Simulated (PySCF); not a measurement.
# Relaxation of quartet HCrO

All numbers come from PySCF, UPBE0, basis Cr def2-TZVP, O def2-TZVP, H def2-TZVP (no relativity, density fitting). A (50,194) grid was used.

A hand-made bent start, of Cs symmetry, held to at least that symmetry:

Coordinates in bohr (charge 0 multiplicity 4):
```
Cr    0.5685    0.0000   -0.4469
O    -2.0321    0.0000    1.3741
H     2.9524    0.0000    1.2223
```

Q: What forces act on the atoms at the start (eV/Å)?

A: 
```json
{"atom": "Cr1", "Fx": "-3.31", "Fy": "0.00", "Fz": "1.13"}
{"atom": "O2", "Fx": "2.17", "Fy": "0.00", "Fz": "-1.71"}
{"atom": "H3", "Fx": "1.15", "Fy": "0.00", "Fz": "0.59"}
```

Q: What does it relax to?

A: It ends at Cs with Cr–H 1.645 Å, Cr–O 1.575 Å; H–Cr–O 118.1°. A frequency run shows a minimum. Other isomers or separated fragments may lie lower.

Q: How much energy is released, and in how many steps?

A: 24.4 kJ/mol in 6 steps.

Other spin states or occupations of the open shell can lie lower.

The relaxation took about 23 core-seconds on a shared host.
